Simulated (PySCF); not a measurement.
Computed IR spectrum (relative IR intensity) of a molecule C4H7B. Coordinates come from a PBE-D3(BJ)/def2-SVP optimisation. One conformer was computed; it need not be the lowest. Calculation: PBE-D3(BJ)/def2-SVP (PySCF). Harmonic, unscaled wavenumbers; measured fundamentals usually lie a few per cent lower.

Lines under 2 % of the strongest are left out, and lines within 2 cm⁻¹ are merged.

```csv
ν (cm⁻¹),relative intensity
202,4.1
490,4.6
622,34
665,2.9
744,18
867,32
1117,34
1147,100
1252,42
1267,97
1395,5.8
2088,41
3030,18
3083,16
3393,35
```

Question: Which structure fits?
(A) C#CB(C)C
(B) C=CBC=C
(C) CB1C=CC1

Answer: A, C#CB(C)C
